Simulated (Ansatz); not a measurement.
Ansatz (a program for electronic structure) input:

Ansatz 0.2 input:
```yaml
crystal:
  periodic: [false, false, false]
  atoms:
    - {symbol: La, position_ang: [0.09312442, -0.49573003, -0.61889396]}
    - {symbol: Br, position_ang: [-0.25941605, 2.21777587, -0.97675781]}
    - {symbol: Br, position_ang: [0.10775627, -1.41044410, 1.98467084]}
basis:
  gaussian:
    orbitals: def2-TZVP
hamiltonian:
  xc: b3lyp
  dispersion: d3bj
magnetization: {spin_polarized: true, initial_magnetization: 1}
phonons: {temperatures: {t_min: 298.15, t_max: 298.15, t_step: 100}}
```

**Question.** What final total energy does it print?

**Answer.** -5180.11253 Eh (B3LYP-D3(BJ)/def2-TZVP). The basis has 136 functions.

The spin state was set by rule; other spins were not relaxed.
